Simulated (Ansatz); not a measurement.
Born–Oppenheimer molecular dynamics of AlFH4OSi (8 atoms, charge 0, multiplicity 1). It starts from a relaxed structure.

These are results of Ansatz, RKS PBE0/def2-SVP, not measurements.

| Item | Value |
| --- | --- |
| ensemble | NVT, Langevin thermostat |
| time step | 0.5 fs |
| steps asked | 150 |
| set temperature | 500 K |
| friction | 0.01 /fs |
| seed | 894361 |

First frame:

```xyz
8
Properties=species:S:1:pos:R:3
Al -0.138 0.051 0.041
F 0.075 0.386 1.653
O 1.090 -0.754 -0.785
Si 2.420 -1.537 -1.371
H 1.994 -2.699 -2.208
H 3.227 -0.603 -2.212
H 3.273 -2.038 -0.251
H -1.467 0.493 -0.658
```

Problem. How far do the bonds stretch over the last three quarters of this one trajectory? (Pairs bonded in most of those frames.)

Solution. 
| bond | mean (Å) | spread (Å) | shortest | longest |
| --- | --- | --- | --- | --- |
| Al1–F2 | 1.673 | 0.014 | 1.64 | 1.69 |
| Al1–O3 | 1.693 | 0.015 | 1.67 | 1.72 |
| Al1–H8 | 1.576 | 0.077 | 1.46 | 1.69 |
| O3–Si4 | 1.651 | 0.009 | 1.64 | 1.67 |
| Si4–H5 | 1.510 | 0.076 | 1.39 | 1.62 |
| Si4–H6 | 1.495 | 0.021 | 1.46 | 1.55 |
| Si4–H7 | 1.504 | 0.049 | 1.42 | 1.58 |

Mean temperature of the second half: 422 K. The mean temperature of the second half is 16 % below the set value. A run of 0.075 ps of so small a system gives no equilibrium averages.

The run took 3.7 min on 2 threads of Arm Neoverse V2 (shared host), peak memory 0.15 GiB.
